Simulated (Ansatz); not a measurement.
Cost and result for the atomization energy of H9NSi3 (`N[SiH]([SiH3])[SiH3]`) (13 atoms, 12 bonds).

```json
{"atom": "N1", "x (Å)": "1.6774", "y (Å)": "0.8900", "z (Å)": "-0.4380"}
{"atom": "Si2", "x (Å)": "-0.0136", "y (Å)": "0.5356", "z (Å)": "-0.3853"}
{"atom": "Si3", "x (Å)": "-0.3487", "y (Å)": "-1.6086", "z (Å)": "-1.2603"}
{"atom": "Si4", "x (Å)": "-0.7203", "y (Å)": "0.6172", "z (Å)": "1.8440"}
{"atom": "H5", "x (Å)": "2.1934", "y (Å)": "0.7332", "z (Å)": "-1.2893"}
{"atom": "H6", "x (Å)": "2.0335", "y (Å)": "1.6967", "z (Å)": "0.0497"}
{"atom": "H7", "x (Å)": "-0.8903", "y (Å)": "1.4729", "z (Å)": "-1.1623"}
{"atom": "H8", "x (Å)": "0.2671", "y (Å)": "-2.6427", "z (Å)": "-0.3859"}
{"atom": "H9", "x (Å)": "0.2564", "y (Å)": "-1.7266", "z (Å)": "-2.6177"}
{"atom": "H10", "x (Å)": "-1.8069", "y (Å)": "-1.8850", "z (Å)": "-1.3742"}
{"atom": "H11", "x (Å)": "-0.3502", "y (Å)": "1.9190", "z (Å)": "2.4692"}
{"atom": "H12", "x (Å)": "-0.0975", "y (Å)": "-0.4741", "z (Å)": "2.6405"}
{"atom": "H13", "x (Å)": "-2.2003", "y (Å)": "0.4723", "z (Å)": "1.9096"}
```

Total charge 0; spin multiplicity 1. All single points use the PBE0-D4/def2-TZVP geometry. It is one conformer, not always the lowest. Program: Ansatz. All runs use 4 threads of an AMD EPYC 9R45 on a shared host. Times are those of one run each, without the atoms' runs, and a repeat can differ threefold. Electronic energies, without spin–orbit coupling; frozen cores. CCSD(T)/CBS adds CCSD(T) − MP2 in def2-TZVPP to the MP2 limit, and its time is that of the two runs behind it. T1 = 0.013.

CCSD(T)/CBS is a level of theory with its own doubt, some kJ/mol a heavy atom from the limit and from the frozen cores, so smaller differences don't rank the functionals.

```
                             level  functions  wall time  atomization (kcal/mol)  difference from CCSD(T)/CBS  per bond
            LDA (SPW92)/def2-TZVPP        283      0.6 s                  1039.8                         98.9       8.2
   PBE-D4/def2-TZVPP (with forces)        283      1.1 s                   933.2                         -7.7      -0.6
                  CCSD(T)/def2-SVP        113      1.3 s                   868.4                        -72.5      -6.0
               BHLYP-D4/def2-TZVPP        283      1.4 s                   928.9                        -12.0      -1.0
           CAM-B3LYP-D4/def2-TZVPP        283      1.6 s                   943.8                          2.9       0.2
r2SCAN-D4/def2-TZVPP (with forces)        283      1.6 s                   936.2                         -4.7      -0.4
                 B2PLYP/def2-TZVPP        283      2.1 s                   925.0                        -15.9      -1.3
               PBE-QIDH/def2-TZVPP        283      2.2 s                   923.9                        -17.0      -1.4
                 B97M-V/def2-TZVPP        283        3 s                   944.5                          3.6       0.3
  ωB97M-V/def2-TZVPP (with forces)        283      4.3 s                   940.0                         -0.9      -0.1
                    MP2/def2-QZVPP        537      8.5 s                   921.4                        -19.5      -1.6
                CCSD(T)/def2-TZVPP        283       39 s                   914.1                        -26.8      -2.2
                 CCSD(T)/CBS(def2)          –       48 s                   940.9                          0.0       0.0
```

From BLYP to BHLYP (50 % exact exchange), in def2-TZVPP and without D4, the atomization energy moves by +2.5 kcal/mol. At CCSD(T), def2-SVP lies −72.5 kcal/mol from the extrapolated value and def2-TZVPP −26.8 kcal/mol: correlation converges slowly with the basis, and small sets miss more of it in the bonded molecule than in its fragments. The D4 term adds +11.5 kcal/mol with B3LYP and +6.2 kcal/mol with PBE0; it sums over pairs of atoms, weighted by their polarisabilities, and B3LYP, whose exchange is more repulsive, gets the larger term.

B3LYP here is the variant with VWN-RPA as its local correlation; programs differ in this.
